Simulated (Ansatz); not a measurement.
Harmonic frequencies (cm⁻¹) at PBE0-D4/def2-TZVP from Ansatz: 77, 129, 288, 329, 473, 495, 650, 828, 830, 1934, 1956, 1963.

Q: Which molecule is it?
A. `FB1OC=CO1`
B. `OB1N=CO1`
C. `[F][SbH][AlH2]`
D. `[F][AlH][SbH2]`

A: D.
